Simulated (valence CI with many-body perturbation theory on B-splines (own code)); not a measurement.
# Kr VI: what the settings do

Level of theory: valence CI with perturbative core correlation (CI+MBPT): three valence electrons over a frozen Dirac-Fock core [Ar] 3d10, a basis of 6 s, 6 p, 5 d, 3 f, 1 g functions for each j, with the one-electron correlation potential Σ1 (screened to all orders), the two-electron term Σ2, the three-electron term Σ3, Breit, model QED; selected single and double excitations, second order for the rest (own B-spline code, finite nucleus).

Against 21 measured levels this calculation errs by 189 cm⁻¹ on average and by 363 at most. These come from a selection out of Saloman, J. Phys. Chem. Ref. Data 36, 215 (2007). Levels without a partner in it may be off by more.

The reference run has the lowest level 4s2 4p 2P°_1/2 and an ionisation energy of 78.4049 eV. Its largest variational space holds 3719 state functions.

Changed runs:
A. box radius (bohr) 14.52 → 8.35; QED terms on → off
B. orbitals per symmetry with explicit Σ2 and valence Breit (the others get mean screening factors) 5 → 1; QED terms on → off
C. three-electron term on → off
D. box radius (bohr) 14.52 → 3.58 (bad on purpose)

Excitation energies of the reference run in cm⁻¹, and shifts in cm⁻¹:

| Level | Reference | A | B | C |
| --- | --- | --- | --- | --- |
| 4s2 4p 2P°_3/2 | 8100 | -18 | -10 | -2.1 |
| 4s 4p2 4P_1/2 | 107524 | +235 | +310 | -16 |
| 4s 4p2 4P_3/2 | 110875 | +226 | +303 | -18 |
| 4s 4p2 4P_5/2 | 115164 | +218 | +294 | -19 |
| 4s 4p2 2D_3/2 | 141545 | +203 | +217 | +8.2 |
| 4s 4p2 2D_5/2 | 142597 | +200 | +216 | +7.8 |
| 4s 4p2 2S_1/2 | 170198 | +225 | +210 | +99 |
| 4s 4p2 2P_1/2 | 180516 | +217 | +170 | +68 |
| 4s 4p2 2P_3/2 | 184014 | +214 | +153 | +59 |
| 4s2 4d 2D_3/2 | 222259 | +4.0 | +57 | +36 |
| 4s2 4d 2D_5/2 | 223181 | +0.7 | +58 | +35 |
| 4s2 5s 2S_1/2 | 275424 | -107 | -68 | +88 |
| Ionisation energy (eV) | 78.4049 | -0.0057 | +0.0178 | +0.0109 |

Run D: It gave no result. The program said: "need at least one array to concatenate".
